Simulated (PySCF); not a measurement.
A side-by-side comparison of computed properties.

First species: C₆H₁₂ClFO.
Cartesian coordinates in Å at the PBE0-D3(BJ)/def2-SVP level; atoms count from 1:
```
atom  x, y, z in Å
C1    -3.0977    0.7091    0.0368
C2    -1.6436    0.3752    0.2659
F3    -1.5358   -0.3788    1.4285
C4    -1.0092   -0.3980   -0.8734
C5     0.3826   -0.9314   -0.5590
C6     1.3789    0.0874   -0.0488
Cl7    1.5022    1.4971   -1.1936
C8     2.7774   -0.4735    0.1368
O9     3.6762    0.4566    0.6468
H10   -3.5096    1.2486    0.9014
H11   -3.2110    1.3436   -0.8545
H12   -3.6845   -0.2100   -0.1124
H13   -1.0728    1.3053    0.4395
H14   -0.9652    0.2650   -1.7522
H15   -1.6618   -1.2452   -1.1421
H16    0.7957   -1.4242   -1.4545
H17    0.3011   -1.7032    0.2246
H18    1.0449    0.5315    0.9000
H19    3.1145   -0.9083   -0.8269
H20    2.7112   -1.3022    0.8617
H21    3.6342    1.2285    0.0668
```

Second species: C6H7Cl.
SMILES: `ClC1=CC[C@@H]2C[C@H]12`

Levels: CAM-B3LYP/def2-SVPD for HOMO energy, LUMO energy, HOMO–LUMO gap and static isotropic polarisability; TDDFT CAM-B3LYP/def2-SVPD for lowest singlet excitation. Geometries: PBE0-D3(BJ)/def2-SVP. Each species is one conformer at its optimised geometry, gas phase, non-relativistic unless stated. Electronic properties by PySCF.

Q: Which has the higher static isotropic polarisability?

A: The first: 92.5 au against 78.4 au, a difference of 14.1 au.

Q: Which of the two has the higher S1 energy, and by how much?

A: The first: 7.33 eV against 6.17 eV, a difference of 1.16 eV.

Q: Which has the higher LUMO energy?

A: The second: 1.09 eV against 1.03 eV, a difference of 0.06 eV.

Q: Which has the higher HOMO–LUMO gap?

A: The first: 10.67 eV against 9.10 eV, a difference of 1.57 eV.

Q: Which of the two has the higher HOMO energy, and by how much?

A: The second: -8.01 eV against -9.64 eV, a difference of 1.63 eV.

On the first: S1 lies 3.34 eV below the HOMO–LUMO gap; its leading configuration is HOMO→LUMO, weight 0.28, beside HOMO→LUMO+1, weight 0.16. No computed singlet falls in the visible range (750 to 380 nm, 1.65 to 3.26 eV); S1 lies 4.07 eV above its blue end.

On the second: The 6 singlets span 6.17 to 7.48 eV, and their oscillator strengths add up to 0.22. S1 lies 2.93 eV below the HOMO–LUMO gap; its leading configuration is HOMO→LUMO, weight 0.94.
